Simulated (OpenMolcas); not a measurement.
V: effect of the basis set

| Property | Result |
| --- | --- |
| Program | OpenMolcas |
| Method | CASSCF |
| Active space | 3 electrons in 5 orbitals (3d) |
| State averaging | 2S+1 = 4 even, 10 roots; 2S+1 = 2 even, 40 roots |
| Spin-orbit coupling | state interaction with AMFI integrals over the reference wave functions, term energies averaged over their components |

A. ANO-R1 [5s3p3d1f], X2C, finite nucleus; cost of the order of 15 core-seconds
B. ANO-L-VTZP [6s5p3d2f1g], non-relativistic, point nucleus; cost about 9 core-seconds
C. ANO-RCC-VTZP [6s5p3d2f1g], DKH2, point nucleus; cost roughly 16 core-seconds
D. ANO-R2 [6s4p4d2f1g], X2C, finite nucleus; cost roughly 12 core-seconds
E. ANO-RCC-VQZP [7s6p4d3f2g1h], DKH2, point nucleus; cost of the order of 16 core-seconds
F. ANO-R3 [7s5p5d3f2g1h], X2C, finite nucleus; cost of the order of 16 core-seconds

Energies in cm⁻¹ above 3d³ 4s² ⁴F_3/2, the measured ground level; measured values from NIST Handbook of Basic Atomic Spectroscopic Data.

```tsv
Level	A	B	C	D	E	F	Measured
3d³ 4s² ⁴F_3/2	0.0	0.0	0.0	0.0	0.0	0.0	0.0
3d³ 4s² ⁴F_5/2	146	150	146	144	147	147	137
3d³ 4s² ⁴F_7/2	347	358	348	343	349	349	323
3d³ 4s² ⁴F_9/2	601	618	601	593	604	604	553
3d³ 4s² ⁴P_1/2	14185	14268	14212	14188	14204	14209	9545
3d³ 4s² ²G_7/2	14251	14336	14291	14259	14274	14280	
3d³ 4s² ⁴P_3/2	14256	14340	14283	14258	14275	14280	9637
3d³ 4s² ⁴P_5/2	14420	14509	14447	14419	14440	14444	9825
3d³ 4s² ²G_9/2	14464	14555	14503	14470	14489	14494	
3d³ 4s² ²P_1/2	18822	18934	18861	18820	18840	18845	
3d³ 4s² ²H_9/2	18841	18953	18879	18838	18858	18863	
3d³ 4s² ²P_3/2	18922	19035	18961	18919	18939	18944	
3d³ 4s² ²H_11/2	19006	19123	19045	19003	19026	19031	
3d³ 4s² ²D_3/2(1)	20423	20547	20464	20417	20439	20444	
3d³ 4s² ²D_5/2(1)	20594	20722	20636	20588	20612	20616	
3d³ 4s² ²F_7/2	32526	32719	32564	32495	32526	32530	
3d³ 4s² ²F_5/2	32618	32813	32656	32587	32619	32623	
3d³ 4s² ²D_5/2(2)	50683	50984	50728	50615	50658	50661	
3d³ 4s² ²D_3/2(2)	50794	51098	50839	50725	50771	50773
```

Deviations, from unrounded energies. A percentage is the sum of absolute deviations over the sum of measured energies, with the sign that they share, or ± where signs differ.

| Against measurement | Levels | A | B | C | D | E | F |
| --- | --- | --- | --- | --- | --- | --- | --- |
| mean absolute deviation (cm-1) | 6 | 2300 | 2400 | 2300 | 2300 | 2300 | 2300 |
| fine structure of the ground term (%) | 3 | +7.9 | +11.1 | +8.0 | +6.5 | +8.5 | +8.5 |
| other terms of the ground configuration (%) | 3 | +47.8 | +48.6 | +48.0 | +47.8 | +48.0 | +48.0 |

A, B, C, D, E, F lie about equally close to measurement. The largest miss of D in the table is 3d³ 4s² ⁴P_1/2, by +4600 cm-1. The ranking rests on the paired levels alone, and a cruder setting can come out closer through cancelling errors.

Among A to F the level of the table that moves most is 3d³ 4s² ²D_3/2(2), by 370 cm-1 (lowest in D, highest in B).

Without dynamic correlation excited terms often stand tens of per cent too high (terms of higher spin than the ground term too low), and those without a measured partner can miss by more than the paired ones. With the s shell closed, the reference lacks s² → p², s² → d² and s → d mixing, so excited terms can stand far too high and out of order, with CASPT2 too. Computed and measured levels are paired by configuration, term and J; levels that our copy of the source lacks, or whose pairing is in doubt (as where it misses far off the trend of its configuration), stay unpaired and out of the deviations. Levels of configurations outside the active space are missing.

A number in round brackets counts repeated terms of one configuration in the order of the reference energies.
